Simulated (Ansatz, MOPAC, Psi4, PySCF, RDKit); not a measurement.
Dimer: CH3F (SMILES CF) (first 5 atoms) with C2H6 (SMILES CC); geometry from B3LYP-D3(BJ)/def2-TZVP, rigid monomers moved along the line of their centres of mass till F2···H12 is 2.50 Å.
(charge 0, multiplicity 1):
```csv
atom,x (Å),y (Å),z (Å)
C,-0.5235,0.4905,0.5044
F,-0.4228,-0.8457,0.8749
H,0.2810,1.0489,0.9841
H,-0.4358,0.5598,-0.5804
H,-1.4908,0.8732,0.8307
C,-0.6736,0.3004,3.8523
C,0.7413,-0.2706,3.8345
H,-1.0484,0.4055,4.8725
H,-1.3629,-0.3463,3.3073
H,-0.7096,1.2887,3.3882
H,1.4430,0.3855,4.3539
H,1.0984,-0.4065,2.8126
H,0.7784,-1.2463,4.3230
```

Counterpoise-corrected where a basis set is named; no monomer relaxation. RDKit's UFF carries no charges.

Cores are frozen in the correlated methods. The state that PM6 reach isn't checked.

Run with Ansatz (Gaussian basis) for Hartree–Fock, density functionals and correlated methods; MOPAC for PM6 (differences of heats of formation); Psi4 for SAPT; PySCF for the dispersion terms; RDKit for the force fields. 

| level | interaction energy (kcal/mol) |
|---|---|
| UFF | -0.31 |
| PM6 | 1.08 |
| r2SCAN-D3(BJ)/def2-TZVPPD | -0.93 |
| B3LYP-D4/def2-TZVPPD | -0.49 |
| wB97X-V/def2-TZVPPD | -0.84 |
| wB97M-V/def2-TZVPPD | -0.87 |
| MP2/aug-cc-pVDZ | -0.38 |
| CCSD(T)/aug-cc-pVDZ | -0.44 |
| SAPT0/jun-cc-pV(D+d)Z | [?] |

Q: What belongs in the gaps?

A: 
- SAPT0/jun-cc-pV(D+d)Z, interaction energy (kcal/mol): 0.18

Ansatz is a program for electronic structure.
